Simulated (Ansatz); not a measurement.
The cluster Ca2F5⁻, 7 atoms. Hardware: 4 threads of Arm Neoverse V1 on a shared host.

Correlated methods freeze 15 core orbitals; core or outer-core shells of Ca are correlated, in sets that lack core-valence functions.

Problem. How many basis functions does each of these Ansatz runs have, and roughly what does it cost? revPBE-D4/def2-TZVPD, charge -1 singlet, energy, from earlier orbitals; r2SCAN-D4/def2-TZVPD, charge -1 singlet, energy, from earlier orbitals; PBE-QIDH/def2-TZVPD, charge -1 singlet, energy, from earlier orbitals; PBE-D4/def2-TZVPD, charge -1 singlet, energy and forces, from earlier orbitals; CCSD(T)/def2-SVPD, charge -1 singlet, energy, from earlier orbitals; MP2/def2-TZVPD, charge -1 singlet, energy, from earlier orbitals; B3LYP-D4/def2-TZVPD, charge -1 singlet, energy, from earlier orbitals; PBE0-D4/def2-SVPD, charge -1 singlet, relaxation, 5 steps; PBE0-D4/def2-TZVPD, charge -1 singlet, energy, from earlier orbitals.

Solution. Other jobs shared the machine, so times can vary by a factor of up to 3. A dash marks memory too small to be measured apart from the calling script's.

```tsv
run	functions	fitting or Cholesky vectors	wall time	peak host memory (GiB)
revPBE-D4/def2-TZVPD, charge -1 singlet, energy, from earlier orbitals	272	1719	4.9 s	–
PBE-D4/def2-TZVPD, charge -1 singlet, energy and forces, from earlier orbitals	272	1719	5.5 s	–
PBE0-D4/def2-TZVPD, charge -1 singlet, energy, from earlier orbitals	272	1783	8.5 s	1
MP2/def2-TZVPD, charge -1 singlet, energy, from earlier orbitals	272	2053	8.5 s	0.9
r2SCAN-D4/def2-TZVPD, charge -1 singlet, energy, from earlier orbitals	272	1719	8.5 s	–
B3LYP-D4/def2-TZVPD, charge -1 singlet, energy, from earlier orbitals	272	1755	8.5 s	1
PBE-QIDH/def2-TZVPD, charge -1 singlet, energy, from earlier orbitals	272	2053	14 s	0.96
PBE0-D4/def2-SVPD, charge -1 singlet, relaxation, 5 steps	169	1806	22 s	0.55
CCSD(T)/def2-SVPD, charge -1 singlet, energy, from earlier orbitals	169	1723	2.2 min	2.2
```
